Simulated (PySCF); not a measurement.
PySCF input for s-indacene (C₁₂H₈), SMILES C1=c2cc3C=CC=c3cc2C=C1, TDA-ωB97X/def2-SVP. Coordinates come from a PBE-D3(BJ)/def2-SVP optimisation.

```python
import numpy as np
from pyscf import gto, scf, dft, tdscf

mol = gto.M(
    atom='''
    C     0.00000000    0.00000000    3.40409685
    C     0.00000000    1.14755590    2.57718947
    C     0.00000000    0.72631143    1.20866279
    C     0.00000000    1.44680662   -0.00000000
    C     0.00000000    0.72631143   -1.20866278
    C     0.00000000   -0.72631143   -1.20866279
    C     0.00000000   -1.44680662    0.00000000
    C     0.00000000   -0.72631143    1.20866278
    C     0.00000000   -1.14755591    2.57718947
    C     0.00000000   -1.14755590   -2.57718947
    C     0.00000000   -0.00000000   -3.40409685
    C     0.00000000    1.14755591   -2.57718947
    H     0.00000000    0.00000000    4.50131068
    H     0.00000000    2.19111742    2.92198961
    H     0.00000000    2.54943103   -0.00000000
    H     0.00000000   -2.54943103    0.00000000
    H     0.00000000   -2.19111742    2.92198960
    H     0.00000000   -2.19111742   -2.92198961
    H     0.00000000   -0.00000000   -4.50131068
    H     0.00000000    2.19111742   -2.92198960
    ''',
    basis='def2-SVP',
    charge=0,
    spin=0,
    symmetry=True,
    max_memory=1600,
    verbose=4,
)
mf = dft.RKS(mol, xc='wb97x').density_fit(auxbasis='def2-universal-jkfit')
mf.grids.level = 3
mf.conv_tol = 1e-9
mf.max_cycle = 100
mf.kernel()
mf.grids = dft.Grids(mol).set(level=1).build(with_non0tab=True)  # coarser grid for the response kernel
td = tdscf.TDA(mf)
td.singlet = True
td.nstates = 6
td.conv_tol = 1e-4
td.positive_eig_threshold = 1e-6
td.kernel(x0=td.get_init_guess(mf, 11))
td.analyze()
tt = tdscf.TDA(mf)
tt.singlet = False
tt.nstates = 2
tt.conv_tol = 1e-4
tt.positive_eig_threshold = 1e-6
tt.kernel(x0=tt.get_init_guess(mf, 7))
tt.analyze(verbose=3)
```

Output:

```
PySCF version 2.14.0

[INPUT] verbose = 4
[INPUT] num. atoms = 20
[INPUT] num. electrons = 80
[INPUT] charge = 0
[INPUT] spin (= nelec alpha-beta = 2S) = 0
[INPUT] symmetry True subgroup None
[INPUT] Mole.unit = angstrom
[INPUT] Symbol           X                Y                Z      unit          X                Y                Z       unit  Magmom
[INPUT]  1 C      0.000000000000   0.000000000000   3.404096850000 AA    0.000000000000   0.000000000000   6.432810747995 Bohr   0.0
[INPUT]  2 C      0.000000000000   1.147555900000   2.577189470000 AA    0.000000000000   2.168566363629   4.870182269413 Bohr   0.0
[INPUT]  3 C      0.000000000000   0.726311430000   1.208662790000 AA    0.000000000000   1.372529683841   2.284041650053 Bohr   0.0
[INPUT]  4 C      0.000000000000   1.446806620000   0.000000000000 AA    0.000000000000   2.734068267008   0.000000000000 Bohr   0.0
[INPUT]  5 C      0.000000000000   0.726311430000  -1.208662780000 AA    0.000000000000   1.372529683841  -2.284041631155 Bohr   0.0
[INPUT]  6 C      0.000000000000  -0.726311430000  -1.208662790000 AA    0.000000000000  -1.372529683841  -2.284041650053 Bohr   0.0
[INPUT]  7 C      0.000000000000  -1.446806620000   0.000000000000 AA    0.000000000000  -2.734068267008   0.000000000000 Bohr   0.0
[INPUT]  8 C      0.000000000000  -0.726311430000   1.208662780000 AA    0.000000000000  -1.372529683841   2.284041631155 Bohr   0.0
[INPUT]  9 C      0.000000000000  -1.147555910000   2.577189470000 AA    0.000000000000  -2.168566382526   4.870182269413 Bohr   0.0
[INPUT] 10 C      0.000000000000  -1.147555900000  -2.577189470000 AA    0.000000000000  -2.168566363629  -4.870182269413 Bohr   0.0
[INPUT] 11 C      0.000000000000   0.000000000000  -3.404096850000 AA    0.000000000000   0.000000000000  -6.432810747995 Bohr   0.0
[INPUT] 12 C      0.000000000000   1.147555910000  -2.577189470000 AA    0.000000000000   2.168566382526  -4.870182269413 Bohr   0.0
[INPUT] 13 H      0.000000000000   0.000000000000   4.501310680000 AA    0.000000000000   0.000000000000   8.506244386780 Bohr   0.0
[INPUT] 14 H      0.000000000000   2.191117420000   2.921989610000 AA    0.000000000000   4.140611830564   5.521760101725 Bohr   0.0
[INPUT] 15 H      0.000000000000   2.549431030000   0.000000000000 AA    0.000000000000   4.817726420168   0.000000000000 Bohr   0.0
[INPUT] 16 H      0.000000000000  -2.549431030000   0.000000000000 AA    0.000000000000  -4.817726420168   0.000000000000 Bohr   0.0
[INPUT] 17 H      0.000000000000  -2.191117420000   2.921989600000 AA    0.000000000000  -4.140611830564   5.521760082827 Bohr   0.0
[INPUT] 18 H      0.000000000000  -2.191117420000  -2.921989610000 AA    0.000000000000  -4.140611830564  -5.521760101725 Bohr   0.0
[INPUT] 19 H      0.000000000000   0.000000000000  -4.501310680000 AA    0.000000000000   0.000000000000  -8.506244386780 Bohr   0.0
[INPUT] 20 H      0.000000000000   2.191117420000  -2.921989600000 AA    0.000000000000   4.140611830564  -5.521760082827 Bohr   0.0

nuclear repulsion = 592.776120400828
point group symmetry = D2h
symmetry origin: [0. 0. 0.]
symmetry axis x: [1. 0. 0.]
symmetry axis y: [0.00000000e+00 1.00000000e+00 5.81467719e-10]
symmetry axis z: [ 0.00000000e+00 -5.81467719e-10  1.00000000e+00]
num. orbitals of irrep Ag = 44
num. orbitals of irrep B1g = 14
num. orbitals of irrep B2g = 14
num. orbitals of irrep B3g = 32
num. orbitals of irrep Au = 11
num. orbitals of irrep B1u = 38
num. orbitals of irrep B2u = 38
num. orbitals of irrep B3u = 17
number of shells = 96
number of NR pGTOs = 344
number of NR cGTOs = 208
basis = def2-SVP
ecp = {}


[settings echo left out]
init E= -464.432870293996
HOMO (B2g) = -0.215501208138305  LUMO (B1g) = -0.151878118736372  gap/eV = 1.73127
cycle= 1 E= -461.508599686088  delta_E= 2.92  |g|= 0.326  |ddm|=  5.6
HOMO (B2g) = -0.260115667936305  LUMO (B1g) = -0.066750895412869  gap/eV = 5.26172
cycle= 2 E= -461.545004661192  delta_E= -0.0364  |g|= 0.155  |ddm|= 1.07
HOMO (Au) = -0.282210271906119  LUMO (B1g) = -0.0691779230479144  gap/eV = 5.79691
cycle= 3 E= -461.550688839676  delta_E= -0.00568  |g|= 0.0801  |ddm|= 0.274
HOMO (B2g) = -0.279090285517373  LUMO (B1g) = -0.0666077450255735  gap/eV = 5.78194
cycle= 4 E= -461.552305283468  delta_E= -0.00162  |g|= 0.0135  |ddm|= 0.14
HOMO (B2g) = -0.277682332460973  LUMO (B1g) = -0.0654573315476932  gap/eV = 5.77494
cycle= 5 E= -461.55236139095  delta_E= -5.61e-05  |g|= 0.00698  |ddm|= 0.0251
HOMO (B2g) = -0.27776119442412  LUMO (B1g) = -0.0650411847405912  gap/eV = 5.78841
cycle= 6 E= -461.552380363567  delta_E= -1.9e-05  |g|= 0.00191  |ddm|= 0.0121
HOMO (B2g) = -0.277801548655822  LUMO (B1g) = -0.064981843781112  gap/eV = 5.79112
cycle= 7 E= -461.552382400682  delta_E= -2.04e-06  |g|= 0.000782  |ddm|= 0.00422
HOMO (B2g) = -0.277792219539847  LUMO (B1g) = -0.0649340600551516  gap/eV = 5.79217
cycle= 8 E= -461.552382764253  delta_E= -3.64e-07  |g|= 0.000229  |ddm|= 0.00216
HOMO (B2g) = -0.277775184466043  LUMO (B1g) = -0.064900910188729  gap/eV = 5.79260
cycle= 9 E= -461.552382788152  delta_E= -2.39e-08  |g|= 6.45e-05  |ddm|= 0.000477
HOMO (B2g) = -0.277781757831566  LUMO (B1g) = -0.0649094454885195  gap/eV = 5.79255
cycle= 10 E= -461.552382790866  delta_E= -2.71e-09  |g|= 1.5e-05  |ddm|= 0.000202
HOMO (B2g) = -0.277781018595503  LUMO (B1g) = -0.0649092973345331  gap/eV = 5.79253
cycle= 11 E= -461.552382791028  delta_E= -1.63e-10  |g|= 4.34e-06  |ddm|= 4.99e-05
HOMO (B2g) = -0.27778111227807  LUMO (B1g) = -0.0649094933112018  gap/eV = 5.79253
Extra cycle  E= -461.552382791039  delta_E= -1.14e-11  |g|= 2.8e-06  |ddm|= 1.16e-05
converged SCF energy = -461.552382791039
tot grids = 81936
Overwritten attributes  positive_eig_threshold  of <class 'pyscf.tdscf.rks.TDA'>


******** <class 'pyscf.tdscf.rks.TDA'> for <class 'pyscf.df.df_jk.DFSymAdaptedRKS'> ********
nstates = 6 singlet
deg_eia_thresh = 1.000e-03
wfnsym = None
conv_tol = 0.0001
eigh lindep = 1e-12
eigh level_shift = 0
eigh max_cycle = 100


Excitation energies (eV)
[1.00707491 2.92374064 4.40560133 4.65760557 4.83372124 4.97559903]

** Singlet excitation energies and oscillator strengths **
Excited State   1:  B3g      1.00707 eV   1231.13 nm  f=0.0000
      40 -> 41        0.69874
Excited State   2:  B1u      2.92374 eV    424.06 nm  f=0.4604
      39 -> 41       -0.63295
      40 -> 42        0.29543
Excited State   3:  B3g      4.40560 eV    281.42 nm  f=0.0000
      39 -> 42        0.69581
Excited State   4:  B2u      4.65761 eV    266.20 nm  f=0.2065
      38 -> 41       -0.68238
      39 -> 44       -0.11371
Excited State   5:  B1g      4.83372 eV    256.50 nm  f=0.0000
      36 -> 41       -0.69983
Excited State   6:   Ag      4.97560 eV    249.18 nm  f=0.0000
      37 -> 41       -0.68700
      38 -> 42        0.11597

** Transition electric dipole moments (AU) **
state          X           Y           Z        Dip. S.      Osc.
  1        -0.0000      0.0000      0.0000      0.0000      0.0000
  2        -0.0000      0.0000     -2.5353      6.4280      0.4604
  3        -0.0000     -0.0000      0.0000      0.0000      0.0000
  4        -0.0000     -1.3451     -0.0000      1.8093      0.2065
  5        -0.0000     -0.0000      0.0000      0.0000      0.0000
  6         0.0000     -0.0000      0.0000      0.0000      0.0000

** Transition velocity dipole moments (imaginary part, AU) **
state          X           Y           Z        Dip. S.      Osc.
  1        -0.0000      0.0000      0.0000      0.0000      0.0000
  2        -0.0000     -0.0000      0.1096      0.0120      0.0746
  3        -0.0000     -0.0000      0.0000      0.0000      0.0000
  4        -0.0000      0.1304      0.0000      0.0170      0.0663
  5         0.0000     -0.0000      0.0000      0.0000      0.0000
  6         0.0000     -0.0000      0.0000      0.0000      0.0000

** Transition magnetic dipole moments (imaginary part, AU) **
state          X           Y           Z
  1         1.6864      0.0000     -0.0000
  2         0.0000      0.0000     -0.0000
  3         0.3973     -0.0000      0.0000
  4        -0.0000     -0.0000     -0.0000
  5        -0.0000      0.0000     -0.0954
  6        -0.0000      0.0000     -0.0000


******** <class 'pyscf.tdscf.rks.TDA'> for <class 'pyscf.df.df_jk.DFSymAdaptedRKS'> ********
nstates = 2 triplet
deg_eia_thresh = 1.000e-03
wfnsym = None
conv_tol = 0.0001
eigh lindep = 1e-12
eigh level_shift = 0
eigh max_cycle = 100


Excitation energies (eV)
[0.6038132 0.8180618]

** Triplet excitation energies and oscillator strengths **
Excited State   1:  B1u      0.60381 eV   2053.35 nm  f=0.0000
Excited State   2:  B3g      0.81806 eV   1515.58 nm  f=0.0000
```

The calculation finished and met its thresholds.
